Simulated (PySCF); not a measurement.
# Calcium: a sound run and one with changed settings

Sound run: Ca [Ar] 4s2, Ca⁺ [Ar] 4s1. Computed with PySCF 2.14 in 6-31G* (5s4p3d, 32 functions), with no relativity, point nucleus. In the sound run the correlated levels freeze [Ar]. The sound run starts from symmetry-adapted Hartree-Fock orbitals and uses a fine grid where one is needed.

Changed run: the spin-free X2C one-electron Hamiltonian (Gaussian nucleus). This setting is unsound on purpose.

```json
{"species": "Ca", "method": "UHF", "sound run (hartree)": "-676.70792", "changed run (hartree)": "-679.19160", "converged": "yes"}
{"species": "Ca", "method": "PBE0", "sound run (hartree)": "-677.33673", "changed run (hartree)": "-679.82035", "converged": "yes"}
{"species": "Ca", "method": "LDA", "sound run (hartree)": "-675.67276", "changed run (hartree)": "-678.15607", "converged": "yes"}
{"species": "Ca", "method": "MP2", "sound run (hartree)": "-676.72526", "changed run (hartree)": "-679.20894", "converged": "yes"}
{"species": "Ca", "method": "CCSD(T)", "sound run (hartree)": "-676.73442", "changed run (hartree)": "-679.21806", "converged": "yes"}
{"species": "Ca⁺", "method": "UHF", "sound run (hartree)": "-676.51948", "changed run (hartree)": "-679.00228", "converged": "yes"}
{"species": "Ca⁺", "method": "PBE0", "sound run (hartree)": "-677.11514", "changed run (hartree)": "-679.59777", "converged": "yes"}
{"species": "Ca⁺", "method": "LDA", "sound run (hartree)": "-675.44302", "changed run (hartree)": "-677.92529", "converged": "yes"}
```

Ionisation energy of Ca:

| method | sound run (eV) | changed run (eV) |
| --- | --- | --- |
| UHF | 5.128 | 5.152 |
| PBE0 | 6.030 | 6.057 |
| LDA | 6.252 | 6.280 |
| MP2 | 5.600 | 5.623 |
| SCS-MP2 | 5.694 | 5.718 |
| CCSD | 5.849 | 5.872 |
| CCSD(T) | 5.849 | 5.872 |
| CCSDT | 5.849 | 5.872 |
| FCI | 5.849 | 5.872 |

Most of the change in total energy is the relativistic energy itself. On top of that the contraction fixes the core shape for the Hamiltonian it was made with, so the changed run is not a good calculation with the other Hamiltonian either.

For comparison, NIST gives 6.113 eV between the lowest levels.
